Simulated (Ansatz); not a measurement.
Consider the ligand exchange at the Si–O bond: `CO[SiH](F)[SiH3]` + H–F → `F[SiH](F)[SiH3]` + CH₃OH.

Computed with Ansatz on PBE0-D4/def2-TZVP structures; ΔE is electronic, products minus reactants. CCSD(T)/CBS adds triple-zeta CCSD(T) − MP2 to the extrapolated MP2 energy (def2 sets, frozen cores). This one scheme is used for every species. DFT in def2-TZVPP. HSE06 is defined as in plane-wave codes. One conformer a species, not always the lowest.

`CO[SiH](F)[SiH3]`:

Cartesian coordinates in Å:
```
C 2.138 -0.790 0.194
O 0.920 -0.110 0.417
Si -0.455 -0.356 -0.420
F -1.075 -1.794 -0.072
Si -1.954 1.316 0.233
H 2.314 -0.960 -0.874
H 2.950 -0.178 0.589
H 2.140 -1.755 0.709
H -0.148 -0.411 -1.877
H -1.413 2.644 -0.160
H -3.263 1.114 -0.444
H -2.155 1.281 1.705
```

H–F:

```xyz
2

F    -0.416   -0.057   -0.189
H     0.416    0.057    0.189
```

`F[SiH](F)[SiH3]`:

Z-matrix (Å, degrees):
```
Si
F 1 1.593
Si 1 2.342 2 109.5
F 1 1.593 2 107.0 3 118.6
H 1 1.482 2 107.3 3 -126.5
H 3 1.486 1 109.0 2 178.9
H 3 1.485 1 110.0 2 58.5
H 3 1.486 1 109.1 2 -61.9
```

CH₃OH:

Z-matrix (Å, degrees):
```
C
O 1 1.409
H 1 1.097 2 112.4
H 1 1.090 2 107.0 3 -118.5
H 1 1.097 2 112.4 3 123.0
H 2 0.959 1 108.5 3 -61.6
```

(1) Is it downhill or uphill in electronic energy at CCSD(T)/CBS, and by how much? (Estimate.)

(2) What do these levels give: r2SCAN-D4, r2SCAN0-D4, BLYP, HSE06, RPA@PBE/def2-TZVPP, SCS-MP2/def2-TZVPP? (Best estimate.)

Largest T1 diagnostic among the species: 0.013.

Results:

(1) Computed: Downhill: ΔE = -7.8 kcal/mol.

(2) The calculation gave: r2SCAN-D4 -9.2, r2SCAN0-D4 -8.7, BLYP -10.9, HSE06 -9.1, RPA@PBE/def2-TZVPP -8.2, SCS-MP2/def2-TZVPP -8.2 kcal/mol.

In def2-TZVPP, CCSD(T) changes the Hartree–Fock value by +3.0 kcal/mol (the triples alone add +0.5 kcal/mol) and MP2 by +3.6 kcal/mol. From BLYP to BHLYP (50 % exact exchange), in def2-TZVPP and without D4, ΔE moves by +0.7 kcal/mol.
